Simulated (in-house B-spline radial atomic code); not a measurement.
**Binding energies in Cl**

NIST's tabulated ground configuration is [Ne] 3s2 3p5; each binding energy is the energy of the ion with one electron taken from that subshell, relaxed, less that of the parent. All numbers are computed (Dirac-Kohn-Sham B3LYP, spherical fractional occupations; Fermi nucleus of rms radius 3.3654 fm) with a radial B-spline atomic code at the basis-set limit, not measured. Energies include first-order Breit, QED and recoil terms.

Caution: exact exchange at fractional occupations of open shells leaves self-interaction of up to several eV.

```csv
subshell,X-ray name,binding energy (eV),-ε (eV),relaxation (eV)
1s,K,2856.9,2774.8,-84.5
2s,L1,274.7,260.6,-14.3
2p1/2,L2,214.8,199.0,-16.0
2p3/2,L3,214.5,197.3,-17.3
3s,M1,27.97,22.74,-5.24
3p,"M2,3",14.61,9.49,-5.13
```

Relaxation = -ε minus the binding energy without Breit, QED and recoil terms. With a density functional, K lines can miss by some tenths of a per cent, more in light atoms. For a density functional the relaxation so defined is negative, because -ε of a Kohn-Sham level is smaller than the binding energy.

Emission lines follow as differences of binding energies, with λ = 12398.42 eV·Å / E:

```json
{"line": "K-L3", "holes": "1s → 2p3/2", "energy (eV)": "2642.4", "wavelength (Å)": "4.6921"}
{"line": "K-L2", "holes": "1s → 2p1/2", "energy (eV)": "2642.1", "wavelength (Å)": "4.6926"}
{"line": "L3-M1", "holes": "2p3/2 → 3s", "energy (eV)": "186.5", "wavelength (Å)": "66.469"}
```

Q: What screening constant σ does Moseley's law, E = (3/4)·13.6057 eV·(Z - σ)², need for K-L3?

A: σ = 0.91.

Q: What does it cost to remove both a 2p3/2 and a 3s electron?

A: 258.13 eV, which is 15.65 eV more than the two single binding energies together.

Q: What does it cost to remove two 3p electrons?

A: 40.409 eV, which is 11.19 eV more than the two single binding energies together.

Q: What does it cost to remove both a 1s and a 3s electron?

A: 2901 eV, which is 16.13 eV more than the two single binding energies together.
